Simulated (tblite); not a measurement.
Species: C5H10FPSi.
SMILES with atom numbers: `[CH2:1]=[CH:2][C@@H:3]1[CH2:4][Si@H:5]([PH2:6])[C@@H:7]1[F:8]` (hydrogens: H9, H10 on C1; H11 on C2; H12 on C3; H13, H14 on C4; H15 on Si5; H16, H17 on P6; H18 on C7)

Computed with GFN2-xTB (tblite), gas phase: L-BFGS steps from a force-field or distance-geometry start until the largest atomic force falls under 0.01 eV/Å.

Step 6: E = -672.1767 eV
```
atom  x, y, z in Å  |  force x, y, z in eV/Å
C1     -3.1896    0.1469   -0.3938    0.199  -0.136   0.067
C2     -2.0732   -0.4983   -0.0625   -0.377   0.197  -0.063
C3     -0.7248    0.0426   -0.3966   -0.224  -0.008  -0.003
C4      0.3534   -0.8589   -1.0212   -0.078  -0.360  -0.034
Si5     1.6090    0.5371   -0.6283   -0.020  -0.062   0.286
P6      3.6081   -0.0892    0.1704    0.120   0.045  -0.099
C7      0.1917    0.5620    0.7206   -0.056   0.097   0.288
F8      0.3969   -0.4645    1.6334    0.189   0.068   0.074
H9     -3.1614    1.0952   -0.9257    0.017  -0.270   0.137
H10    -4.1824   -0.2245   -0.1591    0.328   0.034  -0.008
H11    -2.1232   -1.4348    0.4697    0.073  -0.078   0.065
H12    -0.9003    0.8876   -1.0479   -0.085   0.369  -0.309
H13     0.5082   -1.6839   -0.3131    0.082   0.040  -0.338
H14     0.1843   -1.2955   -2.0101   -0.125   0.342   0.177
H15     1.2904    1.6966   -1.5221    0.353  -0.283   0.199
H16     4.3492    1.0417   -0.2061   -0.252  -0.259  -0.064
H17     3.9929   -0.8496   -0.9432   -0.090   0.279   0.121
H18    -0.1381    1.3959    1.3591   -0.053  -0.017  -0.497
```

Step 7: E = -672.2209 eV
```
atom  x, y, z in Å  |  force x, y, z in eV/Å
C1     -3.1817    0.1420   -0.3914   -0.108   0.000   0.003
C2     -2.0682   -0.5004   -0.0612   -0.343   0.118   0.010
C3     -0.7284    0.0544   -0.3999   -0.223  -0.184  -0.006
C4      0.3399   -0.8577   -1.0183    0.181  -0.270  -0.127
Si5     1.6029    0.5293   -0.6091    0.159  -0.043   0.079
P6      3.6073   -0.0945    0.1835    0.175   0.083  -0.218
C7      0.1888    0.5582    0.7214   -0.049   0.188   0.240
F8      0.4082   -0.4577    1.6419    0.060   0.055   0.007
H9     -3.1631    1.0910   -0.9241    0.066  -0.280   0.142
H10    -4.1770   -0.2241   -0.1583    0.328  -0.005   0.005
H11    -2.1232   -1.4399    0.4738    0.148   0.054  -0.011
H12    -0.9062    0.9027   -1.0629   -0.013   0.099  -0.040
H13     0.5168   -1.6911   -0.3284   -0.060   0.051  -0.212
H14     0.1774   -1.2862   -2.0070   -0.158   0.303   0.035
H15     1.3063    1.6846   -1.5143    0.333  -0.262   0.206
H16     4.3421    1.0330   -0.2173   -0.277  -0.225   0.021
H17     3.9923   -0.8335   -0.9447   -0.132   0.203   0.159
H18    -0.1429    1.3963    1.3399   -0.087   0.116  -0.294
```

Task: Estimate the geometry and energy of step 8. (The exact step hangs on the optimiser's Hessian estimate; all steps are aligned on step 7, rigid shifts and turns removed.)

Result: E = -672.2516 eV, largest force 0.416 eV/Å
```
atom  x, y, z in Å  |  force x, y, z in eV/Å
C1     -3.1784    0.1387   -0.3896   -0.210   0.057  -0.020
C2     -2.0685   -0.5012   -0.0593   -0.153   0.018   0.054
C3     -0.7334    0.0596   -0.4027   -0.083  -0.210  -0.001
C4      0.3338   -0.8584   -1.0201    0.230  -0.050  -0.101
Si5     1.6036    0.5211   -0.5930    0.193  -0.069  -0.026
P6      3.6114   -0.0999    0.1959    0.123   0.077  -0.234
C7      0.1862    0.5595    0.7239   -0.060   0.125   0.058
F8      0.4173   -0.4482    1.6494   -0.037   0.046  -0.016
H9     -3.1641    1.0836   -0.9208    0.094  -0.153   0.070
H10    -4.1686   -0.2238   -0.1575    0.131  -0.089   0.055
H11    -2.1200   -1.4426    0.4768    0.159   0.116  -0.043
H12    -0.9122    0.9134   -1.0730    0.049  -0.119   0.153
H13     0.5218   -1.6969   -0.3461   -0.130  -0.015  -0.069
H14     0.1673   -1.2765   -2.0071   -0.153   0.257  -0.121
H15     1.3247    1.6706   -1.5043    0.316  -0.205   0.176
H16     4.3306    1.0205   -0.2288   -0.221  -0.089   0.071
H17     3.9896   -0.8138   -0.9440   -0.134   0.069   0.119
H18    -0.1501    1.4005    1.3240   -0.115   0.235  -0.126
```

The energy changes by -0.0307 eV. The first-order estimate −F·Δx gives -0.0432 eV and the mean of the old and new forces, exact on a quadratic surface, -0.0307 eV. The step makes an angle of 55° with the force vector and moves no atom by more than 0.025 Å.

The cost below is that of the whole relaxation. Hardware: Arm Neoverse V1, one thread (shared host). Cost: 1.4 s of wall time.
